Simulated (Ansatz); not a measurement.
`C[O][Al]([F])[Cl]` + CH₃OH → `C[O][Al]([Cl])[O]C` + H–F  (ligand exchange at the Al–F bond)

Isolated molecules relaxed with PBE0-D4/def2-TZVP in Ansatz; ΔE leaves out vibrations. CCSD(T)/CBS is the MP2 limit (def2-TZVPP, def2-QZVPP) plus CCSD(T) − MP2 in def2-TZVPP, frozen cores. This one scheme is used for every species. DFT in def2-TZVPP. B3LYP here is the variant with VWN-RPA as its local correlation; programs differ in this. One conformer a species, not always the lowest.

```csv
level,ΔE (kcal/mol),difference from CCSD(T)/CBS
PBE-D4,11.2,0.1
r2SCAN-D4,11.7,0.6
PBE0-D4,10.9,-0.2
B3LYP-D4,11.1,0.0
ωB97X-V,11.6,0.5
ωB97M-V,11.5,0.4
B2PLYP,11.9,0.8
PBE,12.2,1.1
r2SCAN,12.1,1.0
PBE0,11.8,0.7
B3LYP,12.6,1.5
HF/def2-TZVPP,12.9,1.8
MP2/def2-TZVPP,10.5,-0.6
SCS-MP2/def2-TZVPP,11.1,0.0
CCSD/def2-TZVPP,11.2,0.1
CCSD(T)/def2-TZVPP,10.8,-0.3
HF/def2-QZVPP,13.2,2.1
MP2/def2-QZVPP,10.8,-0.3
SCS-MP2/def2-QZVPP,11.4,0.3
HF/CBS(def2),13.3,2.2
MP2/CBS(def2),10.7,-0.4
CCSD/CBS(def2),11.5,0.4
CCSD(T)/CBS,11.1,0
```

Largest T1 diagnostic among the species: 0.011.

In def2-TZVPP, CCSD(T) changes the Hartree–Fock value by −2.0 kcal/mol (the triples alone add −0.3 kcal/mol) and MP2 by −2.4 kcal/mol. The D4 term adds −1.5 kcal/mol with B3LYP and −0.9 kcal/mol with PBE0; it sums over pairs of atoms, weighted by their polarisabilities, and B3LYP, whose exchange is more repulsive, gets the larger term.
